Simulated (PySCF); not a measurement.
**Electron correlation in Fe²²⁺ (iron, charge +22)**

Starting occupation: [He] 2s2. Computed with PySCF 2.14 in an even-tempered Gaussian basis (17 s from 1.4 bohr⁻², ratio 2.6; 12 p from 1.8 bohr⁻², ratio 2.6; 7 d from 1.9 bohr⁻², ratio 2.8; 4 f from 39 bohr⁻², ratio 2.8), with X2C-1e with screened-nucleus spin-orbit coupling, Gaussian nucleus. Frozen: nothing; 4 electrons correlated; the 34 highest virtual spinors left out.

MP2 pair energies summed by pair of shells (mhartree):

```json
{"pair": "2s1/2-2s1/2", "energy": "-161.86", "share (%)": "73.3"}
{"pair": "1s1/2-1s1/2", "energy": "-43.08", "share (%)": "19.5"}
{"pair": "1s1/2-2s1/2", "energy": "-15.83", "share (%)": "7.2"}
```

Total MP2 correlation energy: -220.78 mhartree.

The virtual space was cut to 50 spinors, which keep -207.96 of the -220.78 mhartree of MP2 correlation.

| level | correlation energy (mhartree) |
| --- | --- |
| CCSD | -326.80 |
| (T) | -0.51 |
| CCSD(T) | -327.31 |

Diagnostics: T1 = 0.00083, largest double amplitude 0.141.

Cost of the coupled-cluster step: about 9 core-seconds, for 4 occupied and 50 virtual spinors.

Iterations:

```
Init t2, MP2 energy = -0.207955250851606
CCSD nocc = 4, nmo = 54
Init t2, MP2 energy = -0.207955250851606
Init E_corr(GCCSD) = -0.207955250851606
cycle = 1  E_corr(GCCSD) = -0.27283265623124  dE = -0.0648774054  norm(t1,t2) = 0.0517939
cycle = 2  E_corr(GCCSD) = -0.302125050396646  dE = -0.0292923942  norm(t1,t2) = 0.0241566
cycle = 3  E_corr(GCCSD) = -0.326912500173857  dE = -0.0247874498  norm(t1,t2) = 0.0112991
cycle = 4  E_corr(GCCSD) = -0.32650056375004  dE = 0.000411936424  norm(t1,t2) = 0.00120357
cycle = 5  E_corr(GCCSD) = -0.326887469088865  dE = -0.000386905339  norm(t1,t2) = 0.000134716
cycle = 6  E_corr(GCCSD) = -0.326801063967113  dE = 8.64051218e-05  norm(t1,t2) = 3.89323e-05
cycle = 7  E_corr(GCCSD) = -0.326800698149843  dE = 3.6581727e-07  norm(t1,t2) = 1.18094e-07
cycle = 8  E_corr(GCCSD) = -0.326800801826328  dE = -1.03676486e-07  norm(t1,t2) = 4.55399e-08
cycle = 9  E_corr(GCCSD) = -0.326800798288823  dE = 3.53750546e-09  norm(t1,t2) = 1.01894e-09
GCCSD converged
E(GCCSD) = -812.6909924695739  E_corr = -0.3268007982888227
```

The coupled-cluster values are those of the cut space; adding the MP2 remainder, -12.82 mhartree, estimates the full space.
